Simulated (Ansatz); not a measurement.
Input file for Ansatz (a first-principles code): R-wB97M-V/def2-TZVPP on AsBF2H2 (SMILES FB(F)[AsH2]), a point of a torsion scan.

Ansatz 0.2 input:
```yaml
crystal:
  periodic: [false, false, false]
  atoms:
    - {symbol: F, position_ang: [-1.53221720, -1.06890821, 0.45399573]}
    - {symbol: B, position_ang: [-0.84751780, -0.03295631, 0.01448492]}
    - {symbol: F, position_ang: [-1.58931242, 0.83998840, -0.63875377]}
    - {symbol: As, position_ang: [1.15646054, 0.18794600, 0.27371542]}
    - {symbol: H, position_ang: [1.12638052, -0.58656171, 1.56076267]}
    - {symbol: H, position_ang: [1.40856413, -1.10544330, -0.44959758]}
basis:
  gaussian:
    orbitals: def2-TZVPP
hamiltonian:
  xc: {name: wB97M-V}
scf: {lower_state_search: off}
```

It printed:

```
WARN ansatz: RAYON_NUM_THREADS=1 ignored (pool sized by the plan → 1); use --threads N
Functional definition: wB97M-V
these checks for a lower state are left out or cut short: stability, starts, cluster_reference, orbital_swaps, neighbouring_geometries, increment
integrals: 0.11 GiB planned
1003 factors; their error is unknown
integrals: 0.14 GiB planned
202 factors; integrals over basis functions are off by at most 6.0e-6 eV
mean field: 0.94 GiB planned
mean field evaluation 1: about -66982.1084 eV, gradient 3.9e1 eV
mean field evaluation 2: about -66982.0642 eV, gradient 4.5e1 eV
mean field evaluation 4: about -66984.4361 eV, gradient 6.0e-1 eV
mean field evaluation 8: about -66984.5992 eV, gradient 3.1e-1 eV
mean field evaluation 16: about -66984.5993 eV, gradient 3.1e-5 eV
mean field -66984.59931426 eV, -2461.6386210070 hartree, gradient 1.9e-6 eV, S^2 0.000000; 0 other end points of the search recorded, 0 dependent functions left out
reference -66984.59935765 eV, -2461.6386226013 hartree; 29, 29 occupied and 140, 140 virtual orbitals, 1003 factors
Total energy: -66984.59935765 eV, -2461.6386226013 hartree
Checks for a lower state left out: stability, starts, cluster_reference, orbital_swaps, neighbouring_geometries, increment
```

The run converged.

Cost: very roughly 5 core-seconds.
